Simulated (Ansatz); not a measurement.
# How methods differ on GeSiH3ClO (SMILES Cl[SiH]1[O][GeH2]1)

GeSiH3ClO: 7 atoms, total charge 0, spin state singlet. SMILES: `Cl[SiH]1[O][GeH2]1`. Geometry: optimised at PBE0/def2-SVP.

```
atom    x (Å)    y (Å)    z (Å)
  Cl   0.9584  -2.4953   0.6669
  Si  -0.2784  -1.0440  -0.1013
   O   0.4039   0.0215  -1.1733
  Ge   0.0506   1.1586   0.3192
   H  -1.5514  -1.7018  -0.4868
   H  -0.9022   2.2808  -0.1230
   H   1.3804   1.7120   0.8525
```

Each level gives the dissociation energy of the Si2–Cl1 bond into doublet GeSiH3O and doublet Cl (shapes relaxed at PBE0/def2-SVP, no zero-point term) (eV). The values are calculated.

| level | kind | program | value (eV) | CPU time (all runs) |
| --- | --- | --- | --- | --- |
| HF/def2-SVP | Hartree–Fock | Ansatz | 3.56 | 7.8 s |
| PBE/def2-SVP | GGA | Ansatz | 4.57 | 6.1 s |
| B3LYP/def2-SVP | global hybrid | Ansatz | 4.38 | 11 s |
| wB97M-V/def2-SVP | range-separated hybrid | Ansatz | 4.76 | 44 s |
| MP2/def2-SVP | perturbation theory | Ansatz | 4.55 | 7.1 s |

All-electron rows without a relativistic Hamiltonian named are non-relativistic. The values span 3.56 to 4.76 eV. Hartree–Fock misses the correlation of the electron pair that is broken and comes out low. Measured bond enthalpies also hold zero-point and thermal terms, a few tenths of an eV less. In the correlated wave-function rows the outer d shell of Ge is correlated, in sets not made for it. In so small a basis fixed costs decide the times, and correlated methods can beat functionals. CPU times are rough (shared hosts, several kinds of processor and program).
